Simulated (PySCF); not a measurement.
Atom-mapped SMILES (the numbers label the heavy atoms): `[CH3:1][C:2](=[O:3])[c:4]1[p:5][cH:6][o:7][c:8]1[CH3:9]` (H(Xn): hydrogen on atom n).

Isolated molecule, fast rotation and ring inversion assumed for equivalent nuclei, one computed conformer, non-relativistic Hamiltonian. Shieldings: GIAO PBE0/pcSseg-1; GFN2-xTB structure; PySCF 2.14.

Referencing at the same level of theory: 13C, 1H against TMS; 17O against H2O; 31P vs H3PO4.

```csv
atoms,nucleus,count,Hirshfeld charge,δ (ppm)
C6,13C,1,-0.05,?
H(C9),1H,3,0.05,2.97
P5,31P,1,0.06,?
O3,17O,1,-0.23,638.3
H(C1),1H,3,0.05,2.74
C9,13C,1,-0.12,?
H(C6),1H,1,0.06,8.66
C1,13C,1,-0.13,33.8
C8,13C,1,0.10,175.4
O7,17O,1,-0.04,?
C4,13C,1,-0.12,139.0
C2,13C,1,0.15,198.8
```

Q: Estimate the values marked ?.

A: 
- C6: 185.2 ppm, aromatic CH next to the ring oxygen
- C9: 21.1 ppm, methyl carbon on an aromatic ring; saturated and bonded to C and H only
- O7: 366.4 ppm, aromatic ring oxygen
- P5: 144.0 ppm, phosphorus bonded to 2 C, in a 5-membered ring

Shifts are as computed. Against solution values, carbons near 30 ppm lie about +3 ppm off and those near 130 ppm about +5 ppm. Of 1211 compounds with measured shifts, 218 miss one by over three times the rms of a fit or turn the order of signals round; such compounds aren't used in these exercises. Unscaled 17O shifts of doubly bonded oxygen tend to come out too high, by tens of ppm or more. Experimental scales use liquid or dissolved standards, which lie at an offset from isolated H2O (liquid H2O: subtract about 36 ppm) and H3PO4.
